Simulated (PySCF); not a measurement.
# Working out the ionisation energy of B²⁺

B²⁺ [He] 2s1 (2S) → B³⁺ 1s2 (1S). All numbers are calculated (PySCF 2.14, scalar relativity by spin-free X2C-1e, in x2c-QZVPPall (7s4p3d2f1g, 57 functions)). Frozen: nothing. Energies in hartree (1 hartree = 27.21139 eV):

```
            part  B²⁺ (lower)  B³⁺ (upper)
             UHF   -23.382627   -21.992435
CCSD correlation    -0.018616    -0.017191
             (T)    -0.000014     0.000000
```

Problem. What does Hartree-Fock give?

Solution. (-21.992435) − (-23.382627) = 1.390192 hartree = 37.829 eV.

Problem. What do CCSD and CCSD(T) give?

Solution. The CCSD correlation energies differ by 0.001425 hartree = 0.039 eV and the triples by 0.000014 hartree = 0.000 eV, so CCSD gives 37.868 eV and CCSD(T) 37.868 eV.

Measured between the centres of the two terms (NIST): 37.931 eV, so CCSD(T) (valence and next inner shell) is off by -0.063 eV.

What remains against the reference includes basis incompleteness and higher excitations.
